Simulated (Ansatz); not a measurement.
Geometry optimisation, RKS PBE/def2-SVP in Ansatz 0.2.0.

Input file:

```yaml
crystal:
  periodic: [false, false, false]
  atoms:
    - { symbol: "N", position_ang: [-0.3774, -1.5652, 0.5987] }
    - { symbol: C, position_ang: [0.021, -0.1468, 0.5728] }
    - { symbol: "N", position_ang: [1.3891, -0.2848, 0.192] }
    - { symbol: Si, position_ang: [-0.9316, 0.9995, -0.5852] }
    - { symbol: F, position_ang: [-0.8026, 0.4356, -2.1] }
    - { symbol: Br, position_ang: [-0.1497, 3.054, -0.4763] }
    - { symbol: H, position_ang: [-0.2368, -1.9299, -0.3272] }
    - { symbol: H, position_ang: [0.2562, -2.0051, 1.1939] }
    - { symbol: H, position_ang: [-0.0423, 0.2795, 1.6301] }
    - { symbol: H, position_ang: [1.8956, 0.6173, 0.3138] }
    - { symbol: H, position_ang: [1.489, -0.5423, -0.7578] }
    - { symbol: H, position_ang: [-2.4334, 1.0329, -0.2208] }
basis:
  gaussian: { orbitals: def2-SVP }
hamiltonian:
  xc: pbe
relax:
  f_tol: 0.015
  max_steps: 40
output:
  orbitals: {}
```

Command:

```bash
$ ansatz run input.yaml --threads 2 --pin off --max-ram 3072MiB --backend cpu --events-out ev --progress --plain --runs-dir out
```

Task: Where does it end, and by what steps?

Result: It converged. After 13 steps the energy has fallen by 0.661 eV; H11 moved furthest, 0.34 Å.

| step | energy less start (eV) | largest force component (eV/Å) | accepted |
| --- | --- | --- | --- |
| 0 | 0.0000 | 3.840 | yes |
| 1 | -0.5870 | 1.244 | yes |
| 2 | -0.6344 | 0.590 | yes |
| 3 | -0.6483 | 0.265 | yes |
| 4 | -0.6546 | 0.109 | yes |
| 5 | -0.6378 | 0.507 | no |
| 6 | -0.6571 | 0.064 | yes |
| 7 | -0.6585 | 0.076 | yes |
| 8 | -0.6597 | 0.055 | yes |
| 9 | -0.6604 | 0.056 | yes |
| 10 | -0.6608 | 0.028 | yes |
| 11 | -0.6610 | 0.029 | yes |
| 12 | -0.6611 | 0.024 | yes |
| 13 | -0.6611 | 0.010 | yes |

```xyz
12
Properties=species:S:1:pos:R:3
N -0.481 -1.493 0.506
C 0.138 -0.181 0.576
N 1.571 -0.160 0.261
Si -0.995 0.906 -0.510
F -0.982 0.205 -2.001
Br -0.090 2.951 -0.727
H -0.407 -1.869 -0.449
H 0.020 -2.155 1.117
H 0.029 0.195 1.619
H 1.980 0.758 0.488
H 1.718 -0.288 -0.751
H -2.423 1.075 -0.094
```

Whether the end is a true minimum wasn't checked by a vibrational analysis.

The run took 47 s on 2 threads of Arm Neoverse V2, with other jobs on the host, peak memory 0.2 GiB.
